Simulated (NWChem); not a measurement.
Molecule: SnBrClF2; SMILES [F][Sn]([F])([Cl])[Br]

This build's default masses of Se (78.918 u) and Br (79.917 u) are each other's, which moves their modes by up to 0.6 %. def2 effective core potentials on Sn; no spin-orbit coupling.

Problem. Give the equilibrium geometry at PBE0/def2-SVP with def2 effective core potentials on Sn (NWChem) as a list of bonds and angles, with the point group.

Solution. point group Cs; any orientation.
Bond lengths (Å): F1–Sn2 1.915, Sn2–F3 1.915, Sn2–Cl4 2.306, Sn2–Br5 2.439. Bond angles (°): F1–Sn2–F3 105.0, F1–Sn2–Cl4 108.6, F1–Sn2–Br5 110.1, F3–Sn2–Cl4 108.6, F3–Sn2–Br5 110.1, Cl4–Sn2–Br5 114.0.
